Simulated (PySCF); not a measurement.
Run record: EPR job, `NB(C[SiH2])N([SiH3])[SiH3]` [radical].

Method: UKS B3LYP, pcH-1 on B C H N Si, non-relativistic, mean-field spin-orbit, GIAO (PySCF 2.14.0). Geometry: GFN2-xTB. The input is one job of a driver script: a line of settings, then coordinates in Å.

Command:
```bash
OMP_NUM_THREADS=1 python probes_run.py task.json out
```

Input:
```
{"job": {"kind": "epr", "basis": "pcH-1"}, "charge": 0, "multiplicity": 2}
N      0.218925     1.805035    -1.096407
B      0.368447     0.473020    -0.699858
C      1.824046    -0.134968    -0.640399
Si     2.394378     0.082241     1.156350
N     -0.782804    -0.275832    -0.235626
Si    -0.844422    -2.003151    -0.432942
Si    -2.073587     0.565195     0.571629
H      0.986664     2.380807    -1.394543
H     -0.668184     2.274111    -1.141613
H      1.851214    -1.195023    -0.886988
H      2.511838     0.375483    -1.316237
H      1.713870    -0.774273     2.126208
H      2.394035     1.475882     1.611327
H     -0.256464    -2.353645    -1.729716
H     -2.253353    -2.398961    -0.411734
H     -0.116323    -2.679370     0.650974
H     -1.494563     1.673111     1.339665
H     -3.047294     1.095332    -0.397946
H     -2.736227    -0.375744     1.473467
```

Output:
```
UKS, coarse grid
  cycle   1  E = -1048.17761842  |g| = 5.25e-01
  cycle   2  E = -1048.01013516  |g| = 7.80e-01
  cycle   3  E = -1048.28948226  |g| = 8.63e-02
  cycle   4  E = -1048.29195296  |g| = 4.80e-02
  cycle   5  E = -1048.29289701  |g| = 1.09e-02
  cycle   6  E = -1048.29294912  |g| = 2.29e-03
  cycle   7  E = -1048.29294901  |g| = 9.90e-04
UKS, final grid
  cycle   1  E = -1048.29306990  |g| = 1.34e-03
  cycle   2  E = -1048.29306887  |g| = 2.00e-03
  cycle   3  E = -1048.29307079  |g| = 1.07e-04
  cycle   4  E = -1048.29307079  |g| = 3.25e-05
  cycle   5  E = -1048.29307079  |g| = 2.19e-05
E = -1048.29307079 Eh   <S^2> = 0.7516 (exact 0.7500)
g shifts (ppm)      1          2          3
  rmc          -130       -130       -130
  gc             10         71         91
  oz_so          -4       1902       2165
  total        -125       1842       2125
hyperfine (MHz)  atom isotope    a_iso     a_fc   dipolar eigenvalues
    0   14N       0.38       0.38     -0.97     -0.74      1.71
    1   11B      29.56      29.57     -2.55     -2.12      4.67
    2   13C       5.21       5.17     -5.03     -4.90      9.92
    3  29Si    -405.67    -406.71   -172.35     85.91     86.45
    4   14N      -0.06      -0.06     -0.46     -0.27      0.73
    5  29Si      -0.14      -0.14     -0.26     -0.11      0.37
    6  29Si      -3.55      -3.55     -0.58      0.27      0.31
    7    1H      -0.69      -0.69     -1.50     -0.03      1.53
    8    1H      -0.11      -0.11     -1.68     -0.86      2.54
    9    1H       5.50       5.49     -4.25     -2.20      6.44
   10    1H      10.95      10.94     -4.32     -2.34      6.66
   11    1H      25.24      25.22    -10.20      1.58      8.61
   12    1H      27.27      27.25    -10.15      1.58      8.57
   13    1H      -0.20      -0.21     -0.74     -0.60      1.34
   14    1H       0.06       0.06     -0.45     -0.39      0.84
   15    1H      -0.15      -0.15     -1.11     -0.98      2.09
   16    1H       0.08       0.08     -0.94     -0.77      1.71
   17    1H      -0.07      -0.07     -0.40     -0.39      0.79
   18    1H       0.25       0.25     -0.53     -0.46      1.00
```

rmc, gc and oz_so are the mass-correction, gauge-correction and orbital-Zeeman/spin–orbit parts of the g shift along its three principal axes; a_iso is the isotropic hyperfine coupling and a_fc its Fermi-contact part. Atoms in this output count from 0.

**Question.** How far is ⟨S²⟩ from the pure-spin value?

**Answer.** S = 0.5 gives S(S+1) = 0.75; the run has 0.7516, 0.0016 more.

Main results: ⟨S²⟩ 0.752; g_iso 2.0036.

Geometry: GFN2-xTB, one conformer, isolated molecule. The geometry optimisation had not met its thresholds, so the values belong to a structure short of the stationary point.

**Question.** How long does this job take on an Arm Neoverse V2 with one thread, on a shared host? And the peak memory of the process?

**Answer.** About 2.4 min (density and orbital grids were written too), with 1.2 GiB resident at the peak, the Python interpreter and its libraries included.
Labels such as C1 count atoms from 1, the log's own numbers from 0.
